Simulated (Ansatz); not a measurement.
`S[Si]Br` and `[SH][Ge][Br]` differ in one element.

Ansatz, PBE0-D4/def2-TZVP geometries, multiplicity 1. Each molecule was computed in one conformer, which needn't be the lowest.

Scalar relativity is left out up to krypton.

```tsv
property	`S[Si]Br`
LUMO energy (PBE/def2-TZVPP) / eV	-3.32
LUMO energy (PBE0/def2-TZVPP) / eV	-2.60
HOMO energy (PBE0/def2-TZVPP) / eV	-7.20
HOMO–LUMO gap (B3LYP/def2-TZVPP) / eV	4.26
size of the dipole moment (B3LYP/def2-TZVPP) / D	1.85
HOMO–LUMO gap (PBE/def2-TZVPP) / eV	2.82
```

Question: What does the change do to each property? (Best estimate.)

Answer: Ansatz gave: 
| property | `[SH][Ge][Br]` | shift |
| --- | --- | --- |
| LUMO energy (PBE/def2-TZVPP) / eV | -3.47 | -0.15 |
| LUMO energy (PBE0/def2-TZVPP) / eV | -2.79 | -0.19 |
| HOMO energy (PBE0/def2-TZVPP) / eV | -7.50 | -0.30 |
| HOMO–LUMO gap (B3LYP/def2-TZVPP) / eV | 4.32 | 0.06 |
| size of the dipole moment (B3LYP/def2-TZVPP) / D | 1.03 | -0.82 |
| HOMO–LUMO gap (PBE/def2-TZVPP) / eV | 2.96 | 0.14 |

With PBE0 the HOMO falls by 0.30 eV and the LUMO falls by 0.19 eV, so the gap widens by about 0.11 eV. PBE moves the HOMO by -0.29 eV and ωB97M-V by -0.32 eV. Dipoles are sizes alone; their direction can turn.

B3LYP here is the variant with VWN-RPA as its local correlation; programs differ in this.

Spin–orbit coupling is left out; it splits and shifts lone-pair levels of the heavy atoms by tenths of an eV.
